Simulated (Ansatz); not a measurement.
Basis-set series for `C[S][GeH]`. The species carries charge 0 and has multiplicity 1. The structure was optimised at the PBE0-D4/def2-TZVP level.

| functional | basis | functions | energy (Eh) | HOMO (eV) | LUMO (eV) |
| --- | --- | --- | --- | --- | --- |
| PBE0-D4 | def2-TZVPP | 177 | -2515.29088 | -6.77 | -2.32 |
| PBE0-D4 | def2-QZVPP | 336 | -2515.35030 | -6.81 | -2.38 |
| ωB97M-V | def2-TZVPP | 177 | -2515.57232 | -8.85 | -0.39 |
| ωB97M-V | def2-QZVPP | 336 | -2515.63006 | -8.89 | -0.52 |

(1) Give the rows for def2-SVP. (Best estimate.)

Results:

(1) Ansatz gave: 
| functional | basis | functions | energy (Eh) | HOMO (eV) | LUMO (eV) |
| --- | --- | --- | --- | --- | --- |
| PBE0-D4 | def2-SVP | 84 | -2514.84522 | -6.75 | -2.28 |
| ωB97M-V | def2-SVP | 84 | -2515.12523 | -8.79 | -0.32 |

Scalar relativity is left out up to krypton.
